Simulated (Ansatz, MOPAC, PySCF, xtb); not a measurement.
Diatomic BCl, closed-shell singlet (the spin of the measured ground state).

Constants: fifth-degree fit in 1/R to seven points, most abundant isotopes. In def2 and cc sets the state is the lowest found near the PBE0 minimum, followed along R. The singlet is held restricted. HF and MP2 rows in def2 and cc sets belong to the determinant that coupled cluster picked by its CCSD energy.

Codes used: Ansatz (Gaussian basis) for Hartree–Fock, density functionals and correlated methods; MOPAC for PM3, PM7 (differences of heats of formation); PySCF for 6-31G* rows, STO-3G rows; xtb for the GFN methods. Values without a source in brackets are computed.

```json
[
 {"level": "PM3", "r_e (Å)": "1.679", "ω_e (cm⁻¹)": "726", "ω_e x_e (cm⁻¹)": "-1.9", "α_e (cm⁻¹)": "0.0041", "D_e (eV)": "-", "dipole (D)": "-"},
 {"level": "PM7", "r_e (Å)": "1.644", "ω_e (cm⁻¹)": "951", "ω_e x_e (cm⁻¹)": "4.2", "α_e (cm⁻¹)": "0.0043", "D_e (eV)": "-", "dipole (D)": "-"},
 {"level": "GFN1-xTB", "r_e (Å)": "1.694", "ω_e (cm⁻¹)": "926", "ω_e x_e (cm⁻¹)": "7.6", "α_e (cm⁻¹)": "0.0084", "D_e (eV)": "-", "dipole (D)": "-"},
 {"level": "HF/STO-3G", "r_e (Å)": "1.790", "ω_e (cm⁻¹)": "891", "ω_e x_e (cm⁻¹)": "3.0", "α_e (cm⁻¹)": "0.0042", "D_e (eV)": "-", "dipole (D)": "0.80"},
 {"level": "HF/aug-cc-pV(T+d)Z", "r_e (Å)": "1.719", "ω_e (cm⁻¹)": "852", "ω_e x_e (cm⁻¹)": "5.6", "α_e (cm⁻¹)": "0.0067", "D_e (eV)": "-", "dipole (D)": "-"},
 {"level": "HF/def2-TZVPP", "r_e (Å)": "1.718", "ω_e (cm⁻¹)": "856", "ω_e x_e (cm⁻¹)": "5.6", "α_e (cm⁻¹)": "0.0067", "D_e (eV)": "-", "dipole (D)": "-"},
 {"level": "HF/def2-QZVPP", "r_e (Å)": "1.717", "ω_e (cm⁻¹)": "854", "ω_e x_e (cm⁻¹)": "5.6", "α_e (cm⁻¹)": "0.0067", "D_e (eV)": "-", "dipole (D)": "-"},
 {"level": "HF/aug-cc-pV(5+d)Z", "r_e (Å)": "1.717", "ω_e (cm⁻¹)": "854", "ω_e x_e (cm⁻¹)": "5.6", "α_e (cm⁻¹)": "0.0067", "D_e (eV)": "-", "dipole (D)": "-"},
 {"level": "BP86/6-31G*", "r_e (Å)": "1.759", "ω_e (cm⁻¹)": "785", "ω_e x_e (cm⁻¹)": "5.0", "α_e (cm⁻¹)": "0.0066", "D_e (eV)": "-", "dipole (D)": "1.03"},
 {"level": "B97M-V/def2-TZVPP", "r_e (Å)": "1.716", "ω_e (cm⁻¹)": "843", "ω_e x_e (cm⁻¹)": "5.6", "α_e (cm⁻¹)": "0.0069", "D_e (eV)": "5.53", "dipole (D)": "1.68"},
 {"level": "B3LYP/def2-TZVPP", "r_e (Å)": "1.722", "ω_e (cm⁻¹)": "825", "ω_e x_e (cm⁻¹)": "5.4", "α_e (cm⁻¹)": "0.0069", "D_e (eV)": "5.17", "dipole (D)": "1.62"},
 {"level": "CAM-B3LYP/def2-TZVPP", "r_e (Å)": "1.708", "ω_e (cm⁻¹)": "853", "ω_e x_e (cm⁻¹)": "5.4", "α_e (cm⁻¹)": "0.0068", "D_e (eV)": "5.16", "dipole (D)": "1.69"},
 {"level": "wB97M-V/def2-TZVPP", "r_e (Å)": "1.717", "ω_e (cm⁻¹)": "842", "ω_e x_e (cm⁻¹)": "5.1", "α_e (cm⁻¹)": "0.0066", "D_e (eV)": "5.45", "dipole (D)": "1.59"},
 {"level": "MP2/def2-TZVPP", "r_e (Å)": "1.712", "ω_e (cm⁻¹)": "863", "ω_e x_e (cm⁻¹)": "5.5", "α_e (cm⁻¹)": "0.0067", "D_e (eV)": "-", "dipole (D)": "-"},
 {"level": "MP2/aug-cc-pV(Q+d)Z", "r_e (Å)": "1.711", "ω_e (cm⁻¹)": "856", "ω_e x_e (cm⁻¹)": "5.5", "α_e (cm⁻¹)": "0.0068", "D_e (eV)": "-", "dipole (D)": "-"},
 {"level": "MP2/CBS(def2-TZVPP, def2-QZVPP)", "r_e (Å)": "1.711", "ω_e (cm⁻¹)": "856", "ω_e x_e (cm⁻¹)": "5.4", "α_e (cm⁻¹)": "0.0067", "D_e (eV)": "-", "dipole (D)": "-"},
 {"level": "SCS-MP2/aug-cc-pV(T+d)Z", "r_e (Å)": "1.719", "ω_e (cm⁻¹)": "846", "ω_e x_e (cm⁻¹)": "5.6", "α_e (cm⁻¹)": "0.0068", "D_e (eV)": "-", "dipole (D)": "-"},
 {"level": "SCS-MP2/def2-TZVPP", "r_e (Å)": "1.716", "ω_e (cm⁻¹)": "856", "ω_e x_e (cm⁻¹)": "5.5", "α_e (cm⁻¹)": "0.0067", "D_e (eV)": "-", "dipole (D)": "-"},
 {"level": "SCS-MP2/def2-QZVPP", "r_e (Å)": "1.715", "ω_e (cm⁻¹)": "851", "ω_e x_e (cm⁻¹)": "5.5", "α_e (cm⁻¹)": "0.0067", "D_e (eV)": "-", "dipole (D)": "-"},
 {"level": "CCSD/aug-cc-pV(T+d)Z", "r_e (Å)": "1.725", "ω_e (cm⁻¹)": "838", "ω_e x_e (cm⁻¹)": "5.4", "α_e (cm⁻¹)": "0.0067", "D_e (eV)": "-", "dipole (D)": "-"},
 {"level": "CCSD/def2-TZVPP", "r_e (Å)": "1.722", "ω_e (cm⁻¹)": "847", "ω_e x_e (cm⁻¹)": "5.4", "α_e (cm⁻¹)": "0.0066", "D_e (eV)": "4.98", "dipole (D)": "-"},
 {"level": "CCSD/aug-cc-pV(Q+d)Z", "r_e (Å)": "1.721", "ω_e (cm⁻¹)": "841", "ω_e x_e (cm⁻¹)": "5.4", "α_e (cm⁻¹)": "0.0067", "D_e (eV)": "-", "dipole (D)": "-"},
 {"level": "CCSD/def2-QZVPP", "r_e (Å)": "1.721", "ω_e (cm⁻¹)": "843", "ω_e x_e (cm⁻¹)": "5.3", "α_e (cm⁻¹)": "0.0066", "D_e (eV)": "5.06", "dipole (D)": "-"},
 {"level": "CCSD/aug-cc-pV(5+d)Z", "r_e (Å)": "1.720", "ω_e (cm⁻¹)": "843", "ω_e x_e (cm⁻¹)": "5.4", "α_e (cm⁻¹)": "0.0067", "D_e (eV)": "-", "dipole (D)": "-"},
 {"level": "CCSD(T)/aug-cc-pV(T+d)Z", "r_e (Å)": "1.728", "ω_e (cm⁻¹)": "831", "ω_e x_e (cm⁻¹)": "5.4", "α_e (cm⁻¹)": "0.0067", "D_e (eV)": "-", "dipole (D)": "-"},
 {"level": "CCSD(T)/def2-TZVPP", "r_e (Å)": "1.724", "ω_e (cm⁻¹)": "842", "ω_e x_e (cm⁻¹)": "5.4", "α_e (cm⁻¹)": "0.0066", "D_e (eV)": "5.16", "dipole (D)": "-"},
 {"level": "CCSD(T)/def2-QZVPP", "r_e (Å)": "1.723", "ω_e (cm⁻¹)": "837", "ω_e x_e (cm⁻¹)": "5.3", "α_e (cm⁻¹)": "0.0066", "D_e (eV)": "5.25", "dipole (D)": "-"},
 {"level": "CCSD(T)/aug-cc-pV(5+d)Z", "r_e (Å)": "1.722", "ω_e (cm⁻¹)": "836", "ω_e x_e (cm⁻¹)": "5.4", "α_e (cm⁻¹)": "0.0067", "D_e (eV)": "-", "dipole (D)": "-"},
 {"level": "CCSD(T)/CBS(def2-TZVPP, def2-QZVPP)", "r_e (Å)": "1.723", "ω_e (cm⁻¹)": "835", "ω_e x_e (cm⁻¹)": "5.3", "α_e (cm⁻¹)": "0.0066", "D_e (eV)": "5.31", "dipole (D)": "-"},
 {"level": "CCSD(T)/CBS(aug-cc-pV(Q+d)Z, aug-cc-pV(5+d)Z)", "r_e (Å)": "1.721", "ω_e (cm⁻¹)": "837", "ω_e x_e (cm⁻¹)": "5.4", "α_e (cm⁻¹)": "0.0067", "D_e (eV)": "-", "dipole (D)": "-"}
]
```

D_e counts from each atom's lowest state at the same level, without counterpoise or zero-point energy.

Correlated levels freeze the cores. CBS: X⁻³ extrapolation of the correlation energy, Hartree–Fock from the larger set. Rows in 6-31G*, STO-3G carry no dispersion term and start afresh at each structure (6-31G* with six Cartesian d functions). The state that PM3, PM7 reach isn't checked; PM7 holds dispersion and hydrogen-bond terms.

Doubts at one or more of the structures used: a restricted determinant that unrestricted orbitals would lower (HF/aug-cc-pV(T+d)Z, HF/def2-TZVPP, HF/def2-QZVPP, HF/aug-cc-pV(5+d)Z, MP2/def2-TZVPP, MP2/aug-cc-pV(Q+d)Z, MP2/CBS(def2-TZVPP, def2-QZVPP), SCS-MP2/aug-cc-pV(T+d)Z, SCS-MP2/def2-TZVPP, SCS-MP2/def2-QZVPP, CCSD/aug-cc-pV(T+d)Z, CCSD/def2-TZVPP, CCSD/aug-cc-pV(Q+d)Z, CCSD/def2-QZVPP, CCSD/aug-cc-pV(5+d)Z, CCSD(T)/aug-cc-pV(T+d)Z, CCSD(T)/def2-TZVPP, CCSD(T)/def2-QZVPP, CCSD(T)/aug-cc-pV(5+d)Z, CCSD(T)/CBS(def2-TZVPP, def2-QZVPP), CCSD(T)/CBS(aug-cc-pV(Q+d)Z, aug-cc-pV(5+d)Z)).

Measured for the ground state: r_e 1.7159 Å [Huber and Herzberg (1979), NIST Chemistry WebBook]. ω_e 840.29 cm-1, ω_e x_e 5.4917 cm-1, B_e 0.68428 cm-1, α_e 0.0068124 cm-1 [Irikura, J. Phys. Chem. Ref. Data 36, 389 (2007)].

Ansatz is an electronic-structure program.
